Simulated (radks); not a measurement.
The numbers below are computed, except where a source is named.
Task: The table gives one normalised radial function P(r) = r R(r) (large component) of Br+ in [Ar] 3d8 4s2 4p6 (r in bohr). Level of theory: Dirac Kohn-Sham, PBE, spin-unpolarised, spherical densities, point nucleus; open shells fill j = l - 1/2 first (a radial shooting solver on a logarithmic mesh with Libxc functionals).

| r | P |
|---|---|
| 0.005388 | 0.0920 |
| 0.006173 | 0.1018 |
| 0.007016 | 0.1116 |
| 0.008039 | 0.1223 |
| 0.009136 | 0.1326 |
| 0.01047 | 0.1435 |
| 0.0119 | 0.1532 |
| 0.01363 | 0.1627 |
| 0.01549 | 0.1701 |
| 0.01775 | 0.1758 |
| 0.02017 | 0.1782 |
| 0.02311 | 0.1766 |
| 0.02627 | 0.1703 |
| 0.03009 | 0.1572 |
| 0.0342 | 0.1379 |
| 0.03918 | 0.1091 |
| 0.04453 | 0.0737 |
| 0.05102 | 0.0272 |
| 0.05799 | -0.0240 |
| 0.06644 | -0.0843 |
| 0.07551 | -0.1436 |
| 0.08651 | -0.2044 |
| 0.09832 | -0.2536 |
| 0.1126 | -0.2899 |
| 0.128 | -0.3018 |
| 0.1467 | -0.2835 |
| 0.1667 | -0.2327 |
| 0.191 | -0.1423 |
| 0.2171 | -0.0271 |
| 0.2487 | 0.1158 |
| 0.2827 | 0.2532 |
| 0.3238 | 0.3796 |
| 0.3681 | 0.4575 |
| 0.4217 | 0.4755 |
| 0.4793 | 0.4188 |
| 0.5491 | 0.2791 |
| 0.6241 | 0.0841 |
| 0.715 | -0.1656 |
| 0.8126 | -0.4099 |
| 0.931 | -0.6437 |
| 1.058 | -0.8111 |
| 1.212 | -0.9121 |
| 1.378 | -0.9265 |
| 1.579 | -0.8624 |
| 1.794 | -0.7458 |
| 2.055 | -0.5891 |
| 2.336 | -0.4366 |
| 2.676 | -0.2914 |
| 3.042 | -0.1830 |
| 3.485 | -0.1013 |
| 3.961 | -0.0525 |
| 4.538 | -0.0231 |
| 5.158 | -0.0093 |
| 5.909 | -0.0030 |

Which n and l does it have? It may be an empty orbital.

Result: n = 4, l = 0: the number of nodes gives n - l - 1 = 3, the rise at small r points to l (this Dirac orbital starts as r^gamma with gamma = sqrt((l + 1)^2 - (Z/c)^2) = 0.97; the j = 1/2 orbital of l + 1 starts with the same power, but with a smaller coefficient, and then steepens), and the extent must fit the shell. The curve is that of 4s1/2. 4s1/2: eigenvalue -35.753 eV, 3 radial nodes at r = 0.0547, 0.223, 0.655 bohr, <r> = 1.52 bohr, 90 % of the charge inside 2.23 bohr.
